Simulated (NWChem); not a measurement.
# VH$_{2}$O$_{3}$F; SMILES [O]=[V]([OH])([OH])[F]

```xyz
7

V      0.0000     0.0012    -0.0658
O     -0.0015    -0.2330     1.4881
F      0.0077     1.7102    -0.3799
O      1.4395    -0.7471    -0.7587
H      2.1144    -1.1411    -0.1730
O     -1.4457    -0.7341    -0.7595
H     -2.1245    -1.1221    -0.1742
```
Atoms are numbered in this order, from 1.

Results from NWChem. Pople sets run with spherical d functions. Geometry: optimised at PBE-D3(BJ)/def2-SVP. Vzz is the largest principal value of the second derivative of the potential at the nucleus (NWChem prints the opposite sign); η is the asymmetry. Non-relativistic.

```csv
level,Vzz V1 (a.u.),η V1,Vzz O2 (a.u.),η O2,Vzz O6 (a.u.),η O6,relative time
CAM-B3LYP/def2-SVP,0.164,0.74,-0.167,0.91,1.122,0.23,4
Hartree-Fock/6-31G*,-0.365,0.44,0.290,0.55,1.197,0.38,1
Hartree-Fock/cc-pVTZ,0.283,0.32,0.241,0.56,1.209,0.31,20
```

Times are rough ratios from one shared machine.
